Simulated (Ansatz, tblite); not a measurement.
Adding an electron: Al3Sb3⁺. Total charge 1; doublet. Geometry: PBE0-D4/def2-SVP. Ansatz, gas phase; energy differences of separate SCF runs; the reduced species is a singlet (the triplet lies 0.49 eV higher at PBE0-D4/def2-TZVP).

```xyz
6

Al    0.562    1.623   -0.091
Al   -0.506   -0.687   -1.429
Al   -0.070   -0.731    1.451
Sb    1.769    0.922    2.041
Sb   -0.676   -2.826    0.039
Sb   -1.078    1.698   -2.010
```

In the def2 sets Sb takes a core potential; there is no spin–orbit coupling. The xTB rows come from tblite. The structure comes from a short search, and lower isomers may exist.

```csv
level,−HOMO (eV),−LUMO (eV),vertical EA (eV),HOMO–LUMO gap (eV)
GFN1-xTB,–,–,10.78,–
GFN2-xTB,–,–,10.48,–
PBE-D4/def2-TZVP,9.03,8.62,6.66,0.41
```

Q: Estimate the rows for r2SCAN-D4/def2-TZVP, PBE0-D4/def2-TZVP.

A: 
```json
{"level": "r2SCAN-D4/def2-TZVP", "−HOMO (eV)": "9.19", "−LUMO (eV)": "8.48", "vertical EA (eV)": "6.71", "HOMO–LUMO gap (eV)": "0.71", "remarks": "spin-contaminated (⟨S²⟩ 0.96) (+1 doublet)"}
{"level": "PBE0-D4/def2-TZVP", "−HOMO (eV)": "9.64", "−LUMO (eV)": "8.02", "vertical EA (eV)": "6.74", "HOMO–LUMO gap (eV)": "1.63", "remarks": "spin-contaminated (⟨S²⟩ 0.87) (+1 doublet)"}
```

  HOMO and LUMO are the levels of the spin that leaves or enters (xTB has no such levels and no spin-polarisation term). Other spin states of the ions may lie lower, which would lower the ionisation energy or raise the affinity. Raw xTB energy differences between charge states are shifted by several eV; the methods need an empirical correction for them.
